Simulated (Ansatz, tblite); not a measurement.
Cost and result up the ladder for Mg₁₀O₁₃H₆ (29 atoms). Total charge 0; singlet. Geometry: PBE-D4/def2-SVP.

```
atom   x (Å)   y (Å)   z (Å)
 Mg1  -0.672   0.281   3.070
 Mg2  -2.259  -2.016  -0.698
 Mg3   0.476  -2.026   0.419
 Mg4   1.414   1.567  -0.966
 Mg5  -1.415   0.840  -0.296
 Mg6   0.512  -0.696  -2.093
 Mg7   1.596   0.239   1.658
 Mg8  -1.263  -2.299   2.446
 Mg9  -0.142   2.678   1.716
Mg10  -3.095   0.148   1.726
 O11   0.506   3.185  -0.064
 O12   1.991   0.563  -2.600
 O13  -0.568   1.235  -2.058
 O14   0.800   1.539   2.907
 O15   2.814   1.246   0.463
 O16  -1.743   1.581   1.580
 O17   0.418  -0.042  -0.091
 O18   1.504  -2.299  -1.237
 O19  -2.998  -0.361  -0.122
 O20  -1.170  -1.854  -2.355
 O21   0.507  -1.355   2.347
 O22  -2.296  -0.846   3.174
 O23  -1.265  -2.962   0.647
 H24  -0.022   3.741  -0.662
 H25   2.899   0.216  -2.604
 H26  -0.891   1.639  -2.879
 H27   3.406   1.925   0.825
 H28   1.792  -3.139  -1.625
 H29  -0.839  -2.730  -2.627
```

Ansatz on 2 threads of AMD EPYC 7R13 on a shared host and a share (18 GiB) of an NVIDIA H100 80GB HBM3; xTB runs through tblite on one thread. Times are rough, summed over both states, and most runs start from the orbitals of an earlier one. r2SCAN0-D4/def2-TZVP serves as the yardstick here, not as an exact answer. The other state is a doublet.

The xTB rows come from tblite. Single mean-field runs in def2-TZVP are fitted with def2-universal-jkfit. HOMO above LUMO, or a gap near zero within one spin, warns that the state may not be the lowest or that an electron is smeared out.

Raw xTB energies of ions are shifted by several eV.

```
                          level  functions  wall time  vertical IE (eV)  difference from r2SCAN0-D4/def2-TZVP (eV)                                     remarks
                       GFN1-xTB        104     0.14 s             13.03                                       4.99                                           –
                       GFN2-xTB        148     0.73 s             13.23                                       5.19                                           –
               PBE-D4/def2-TZVP        759       14 s              7.16                                      -0.89  gap within one spin near zero (+1 doublet)
PBE0-D4/def2-TZVP (with forces)        759       22 s              7.91                                      -0.13                                           –
           r2SCAN0-D4/def2-TZVP        759       25 s              8.04                                       0.00                                           –
```
